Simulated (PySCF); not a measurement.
# Assignment exercise: C7H10

Geometry:
```csv
atom,x (Å),y (Å),z (Å)
C1,3.457,0.275,0.292
C2,2.349,-0.483,0.286
C3,0.999,0.039,0.337
C4,-0.106,-0.737,0.332
C5,-1.484,-0.264,0.382
C6,-2.495,-1.154,0.371
C7,-1.739,1.214,0.445
H8,4.454,-0.168,0.252
H9,3.397,1.367,0.337
H10,2.448,-1.574,0.240
H11,0.898,1.129,0.382
H12,0.024,-1.825,0.286
H13,-2.302,-2.230,0.325
H14,-3.539,-0.834,0.408
H15,-1.272,1.658,1.339
H16,-1.309,1.728,-0.430
H17,-2.814,1.432,0.477
```

Method: geometry from PBE0-D3(BJ)/def2-SVP, J: B3LYP/pcJ-1 (without the spin–dipole term), GIAO CAM-B3LYP/pcSseg-1 shieldings, in PySCF 2.14.0 with density-fitted response routines (no solvent, non-relativistic, one averaged value for each set of equivalent atoms, a single conformation).

Chemical shifts δ = σref − σ; $^{13}$C (σ = 182.45 ppm), $^{1}$H (σ = 31.33 ppm) vs TMS, all at this level.

Task: Assign these signals to the numbered atoms. $^{13}$C{$^{1}$H} NMR (computed): δ 153.4, 149.1, 146.9, 139.7, 128.3, 127.4, 20.1.

Result: 
153.4 → C5, fully substituted alkene carbon: the olefinic region
149.1 → C2, alkene CH: as expected for a trigonal carbon in a double bond
146.9 → C4, alkene CH
139.7 → C3, alkene CH
128.3 → C6, terminal =CH2 carbon: the olefinic region
127.4 → C1, terminal =CH2 carbon
20.1 → C7, allylic methyl carbon: a saturated carbon with 1 carbon neighbour and no heteroatom attached

C6 and C1 lie closer than the usual error of such a calculation, so a measured spectrum could show them in the other order.

Task: Assign these signals to the numbered atoms. $^{1}$H NMR (500 MHz, computed): δ 6.43 (m, 1H), 6.29 (m, 1H), 6.13 (m, 1H), 5.44 (dq, J = 18.1, 1.2 Hz, 1H), 5.34 (dq, J = 11.3, 1.3 Hz, 1H), 5.30 (quint of d, J = 2.0, 1.0 Hz, 1H), 5.21 (d of quint, J = 2.1, 1.3 Hz, 1H), 1.86 (t, J = 1.7 Hz, 3H).

Result: 
| δ (ppm) | atoms | environment | reason |
| --- | --- | --- | --- |
| 6.43 | H10 | hydrogen on an alkene CH | a vinylic proton, deshielded by the sp2 carbon and the C=C anisotropy |
| 6.29 | H12 | hydrogen on an alkene CH | – |
| 6.13 | H11 | hydrogen on an alkene CH | – |
| 5.44 | H9 | hydrogen on a terminal =CH2 carbon | a vinylic proton, deshielded by the sp2 carbon and the C=C anisotropy |
| 5.34 | H8 | hydrogen on a terminal =CH2 carbon | – |
| 5.30 | H14 | hydrogen on a terminal =CH2 carbon | – |
| 5.21 | H13 | hydrogen on a terminal =CH2 carbon | – |
| 1.86 | H15/H16/H17 | hydrogen on an allylic methyl carbon | allylic position |

H9 and H8; H8 and H14; H14 and H13 lie closer than the usual error of such a calculation, so a measured spectrum could show them in the other order.

Splittings below 1 Hz are ignored in the labels, and close J values are merged. Unscaled 3J(H,H) at this level run about 10 % above measured values. Shifts are as computed, not scaled to solution data. Of 1211 compounds with measured shifts, 218 miss one by over three times the rms of a fit or turn the order of signals round; such compounds aren't used in these exercises.
